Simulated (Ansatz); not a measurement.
```yaml
crystal:
  periodic: [false, false, false]
  atoms:
    - {symbol: P, position_ang: [-0.004217, -2.253719, -0.260027]}
    - {symbol: In, position_ang: [-2.393373, -1.376303, 0.431163]}
    - {symbol: P, position_ang: [-1.950457, 1.130275, -0.258961]}
    - {symbol: In, position_ang: [2.387755, -1.385166, 0.432492]}
    - {symbol: P, position_ang: [1.955048, 1.122796, -0.258888]}
    - {symbol: In, position_ang: [0.005516, 2.760489, 0.428394]}
    - {symbol: H, position_ang: [-0.006569, -3.641465, 0.054809]}
    - {symbol: H, position_ang: [-0.003097, -2.403076, -1.674979]}
    - {symbol: H, position_ang: [-3.518400, -2.022330, -0.704410]}
    - {symbol: H, position_ang: [-2.439720, -1.403693, 2.150615]}
    - {symbol: H, position_ang: [-2.081879, 1.208791, -1.673528]}
    - {symbol: H, position_ang: [-3.151355, 1.824200, 0.059458]}
    - {symbol: H, position_ang: [3.511645, -2.036074, -0.701390]}
    - {symbol: H, position_ang: [2.432921, -1.410118, 2.151990]}
    - {symbol: H, position_ang: [2.086007, 1.197519, -1.673669]}
    - {symbol: H, position_ang: [3.157448, 1.814921, 0.057276]}
    - {symbol: H, position_ang: [0.005272, 2.815997, 2.147803]}
    - {symbol: H, position_ang: [0.007424, 4.056937, -0.708158]}
basis:
  gaussian: {orbitals: def2-TZVPD}
total_charge: -1
magnetization: {spin_polarized: true, initial_magnetization: 1}
hamiltonian: {xc: pbe0, dispersion: d4}
scf: {omitted_lower_state_checks: [starts]}
output: {orbitals: {seedname: orbitals}}
```

```sh
$ ansatz run in.yaml --threads 4 --pin off --events-out ev --progress --plain --max-ram 4787MiB
```

(1) Does this run fit into the memory that it is given?

Results:

(1) No. It has 405 basis functions, and Ansatz plans for 7 GiB where 5 GiB are given.
